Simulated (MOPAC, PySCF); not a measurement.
C3H6S, SMILES `C1C(S)C1` (H–S–C–C torsion 74°), neutral singlet in the gas phase. 

Cartesian coordinates (Å):
SMILES: SC1CC1
```xyz
10

S      1.7028    -1.1426    -0.0107
C      0.2981    -0.1726     0.5319
C     -0.3327     0.8457    -0.3765
C     -1.0254    -0.4619    -0.1219
H      2.6286    -0.1696     0.0603
H      0.2786     0.0323     1.5939
H      0.1203     0.9936    -1.3466
H     -0.7341     1.7395     0.0825
H     -1.0373    -1.1872    -0.9237
H     -1.9021    -0.4723     0.5108
```
Charge 0, multiplicity 1.

All levels are single points at this geometry (B3LYP-D3(BJ)/def2-TZVP); Pople sets use spherical d functions. Orbital energies aren't observables, and empty levels follow the basis.

HF/STO-3G in PySCF gives dipole (D) = 0.94.

Q: Estimate the dipole (D) from each of these levels: B3LYP-D3(BJ)/def2-TZVP in PySCF; PBE-D3(BJ)/def2-TZVP in PySCF; B3LYP/3-21G in PySCF; B3LYP/6-311+G** in PySCF; B3LYP/6-31G* in PySCF; B3LYP/LANL2DZ in PySCF; M06-2X/6-31G* in PySCF; HF/3-21G in PySCF; HF/6-31G* in PySCF; AM1 in MOPAC; PM3 in MOPAC; PM6 in MOPAC.

A: 
```json
[
 {"level": "B3LYP-D3(BJ)/def2-TZVP in PySCF", "dipole (D)": "1.55"},
 {"level": "PBE-D3(BJ)/def2-TZVP in PySCF", "dipole (D)": "1.54"},
 {"level": "B3LYP/3-21G in PySCF", "dipole (D)": "1.86"},
 {"level": "B3LYP/6-311+G** in PySCF", "dipole (D)": "1.62"},
 {"level": "B3LYP/6-31G* in PySCF", "dipole (D)": "1.68"},
 {"level": "B3LYP/LANL2DZ in PySCF", "dipole (D)": "1.81"},
 {"level": "M06-2X/6-31G* in PySCF", "dipole (D)": "1.69"},
 {"level": "HF/3-21G in PySCF", "dipole (D)": "1.97"},
 {"level": "HF/6-31G* in PySCF", "dipole (D)": "1.74"},
 {"level": "AM1 in MOPAC", "dipole (D)": "1.80"},
 {"level": "PM3 in MOPAC", "dipole (D)": "1.91"},
 {"level": "PM6 in MOPAC", "dipole (D)": "1.64"}
]
```
